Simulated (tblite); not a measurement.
C7H12F2O.
Structure used (GFN2-xTB), in Å, numbered top down from 1:
```xyz
22
C7H12F2O angstrom
C      2.917    0.907   -0.381
C      1.930   -0.164    0.065
C      0.502    0.378    0.127
C     -0.485   -0.717    0.494
C     -0.942   -1.650   -0.633
F     -0.787   -2.978   -0.340
O     -2.277   -1.248   -0.511
C     -1.991   -0.378    0.595
C     -2.452    1.046    0.319
F     -2.179    1.840    1.402
H      2.672    1.263   -1.379
H      2.893    1.755    0.300
H      3.928    0.509   -0.398
H      1.966   -1.006   -0.630
H      2.218   -0.536    1.050
H      0.443    1.172    0.874
H      0.241    0.805   -0.844
H     -0.125   -1.276    1.359
H     -0.532   -1.510   -1.641
H     -2.466   -0.736    1.516
H     -1.946    1.483   -0.545
H     -3.535    1.060    0.165
```

Computed values, GFN2-xTB/tblite, gas phase, harmonic and unscaled. Errors from tens to a few hundred cm⁻¹ against measured bands are possible. One conformer, not necessarily the lowest.

Harmonic wavenumbers (cm⁻¹): 43.6, 58.2, 74.0, 84.7, 130.8, 198.5, 229.8, 263.2, 298.7, 337.5, 363.9, 417.4, 526.2, 587.6, 762.2, 785.4, 870.3, 897.6, 936.1, 961.0, 1003.6, 1027.4, 1051.7, 1056.2, 1073.6, 1088.9, 1103.2, 1124.7, 1133.1, 1167.6, 1174.2, 1197.1, 1211.5, 1225.6, 1235.6, 1276.2, 1283.6, 1287.7, 1301.4, 1333.2, 1335.6, 1367.5, 1417.4, 1441.7, 1485.9, 1496.5, 1502.4, 1504.4, 2903.8, 2916.2, 2960.7, 2969.5, 2974.9, 2980.5, 2988.1, 2990.7, 2995.2, 3037.2, 3041.1, 3047.3.

A = 1310, B = 981.7, C = 605.3 MHz; mass 150.086 u (most abundant isotopes); point group C1, symmetry number 1.

Q: What is the zero-point energy?

A: ½Σν̃ = 39770 cm⁻¹ = 475.75 kJ/mol.

Q: What is S at 298.15 K and 1 bar for an ideal gas of classical rigid rotors and harmonic oscillators?

A: Translation 171.35, rotation 127.20, vibration 141.77: S = 440.3 J/(mol K).

Q: And Cp and H(298.15 K) − H(0)?

A: Cp = 169.09 J/(mol K), of which vibrations give 135.84 (their classical limit is 60 R = 498.9); H(298.15 K) − H(0) = 31.15 kJ/mol without the zero-point energy, 21.23 from vibrations.

Q: How do the functions run with temperature in this model?

A: 
| T (K) | S (J/(mol K)) | Cp (J/(mol K)) | H − H(0) (kJ/mol) | G − H(0) (kJ/mol) | ln q(vib) |
| --- | --- | --- | --- | --- | --- |
| 150 | 349.0 | 107.1 | 10.94 | -41.41 | 4.04 |
| 250 | 412.6 | 146.6 | 23.56 | -79.60 | 7.09 |
| 400 | 497.0 | 219.0 | 50.92 | -147.89 | 11.38 |
| 600 | 602.2 | 300.5 | 103.35 | -257.96 | 17.00 |
| 900 | 740.1 | 378.3 | 206.20 | -459.92 | 25.13 |

q(vib) and H(0) count from the zero-point level.

Q: Which modes carry the vibrational entropy at 298.15 K?

A: 43.6 cm⁻¹: 21.29; 58.2 cm⁻¹: 18.90; 74.0 cm⁻¹: 16.92; 84.7 cm⁻¹: 15.81; 130.8 cm⁻¹: 12.28; 198.5 cm⁻¹: 8.98 J/(mol K); the other 54 give 47.59 together.

Hindered rotation and anharmonicity are outside this model. Other conformers, if any are populated, would add a mixing term that is left out. The structure is chiral; the term R ln 2 for an equal mix with its mirror image is left out.
